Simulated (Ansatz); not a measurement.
Consider the redistribution: `[F][Zr]([F])([Cl])[Cl]` + `[Cl][Ge]([Cl])([Cl])[SeH]` → `[F][Zr]([F])([Cl])[SeH]` + germanium tetrachloride.

Gas-phase electronic energies from Ansatz, PBE0-D4/def2-TZVP geometries. CCSD(T)/CBS adds triple-zeta CCSD(T) − MP2 to the extrapolated MP2 energy (def2 sets, frozen cores). DFT in def2-TZVPP. def2 core potentials past Kr. For Ge, Se, Zr outer-core shells are correlated without core-valence functions, which leaves a few kJ/mol of doubt a bond. Scalar relativity is left out up to krypton. Each species was taken in one conformer, which may not be the lowest.

`[F][Zr]([F])([Cl])[Cl]`:

Z-matrix (Å, degrees):
```
Zr
F 1 1.882
Cl 1 2.330 2 109.4
Cl 1 2.330 2 109.4 3 121.0
F 1 1.882 2 108.7 3 -119.5
```

`[Cl][Ge]([Cl])([Cl])[SeH]`:

Z-matrix (Å, degrees):
```
Ge
Cl 1 2.127
Cl 1 2.131 2 108.7
Cl 1 2.131 2 108.8 3 115.6
Se 1 2.323 2 107.3 3 -122.2
H 5 1.470 1 90.7 2 -179.7
```

`[F][Zr]([F])([Cl])[SeH]`:

```xyz
6

F     0.697   -1.659   -0.841
Zr    0.461    0.139   -0.328
F     2.094    1.013    0.009
Cl   -0.708    1.248   -2.019
Se   -0.879    0.192    1.860
H    -1.666   -0.933    1.320
```

`[Cl][Ge]([Cl])([Cl])[Cl]`:

Z-matrix (Å, degrees):
```
Ge
Cl 1 2.116
Cl 1 2.116 2 109.5
Cl 1 2.116 2 109.5 3 120.0
Cl 1 2.116 2 109.5 3 -120.0
```

```json
{"level": "r2SCAN-D4", "ΔE (kJ/mol)": "57.8"}
{"level": "BLYP", "ΔE (kJ/mol)": "60.2"}
{"level": "CCSD/def2-SVP", "ΔE (kJ/mol)": "56.9"}
{"level": "CCSD(T)/def2-SVP", "ΔE (kJ/mol)": "56.1"}
{"level": "SCS-MP2/def2-TZVPP", "ΔE (kJ/mol)": "54.6"}
{"level": "CCSD/def2-TZVPP", "ΔE (kJ/mol)": "54.5"}
{"level": "MP2/CBS(def2)", "ΔE (kJ/mol)": "57.5"}
{"level": "CCSD/CBS(def2)", "ΔE (kJ/mol)": "57.8"}
```

Question: What does CCSD(T)/CBS give? (Estimate.)

Answer: Ansatz gave: +56.8 kJ/mol. The listed levels differ from it by 1.0, 3.4, 0.1, -0.7, -2.2, -2.3, 0.7, 1.0 kJ/mol.

Largest T1 diagnostic among the species: 0.017.

In def2-TZVPP, CCSD(T) changes the Hartree–Fock value by −4.2 kJ/mol (the triples alone add −1.1 kJ/mol) and MP2 by −3.5 kJ/mol. Leaving LDA and LC-ωPBE aside and taking each functional with its dispersion term where it has one, the values, not all of them listed here, spread over 6.6 kJ/mol, from PBE-QIDH to BLYP-D4.
